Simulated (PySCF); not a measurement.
Vertical excitations of a molecule C2H13NSi3 from TDA-PBE/def2-SVPD (PySCF 2.14.0), as energy in eV (oscillator strength): 5.04 (0.004), 5.61 (0.008), 5.65 (0.009), 5.79 (0.104), 6.06 (0.063), 6.35 (0.003). Lowest triplet (TDA): 4.73 eV. Geometry: B3LYP-D3(BJ)/def2-SVP. Other conformers were not sampled.

Q: Pick the molecule that these values belong to.
A. N[SiH2][SiH2]CC[SiH3]
B. CN(C[SiH3])[SiH2][SiH3]
C. C[SiH2][SiH2]N(C)[SiH3]
D. C[SiH](C)N[SiH2][SiH3]

A: D, C[SiH](C)N[SiH2][SiH3]
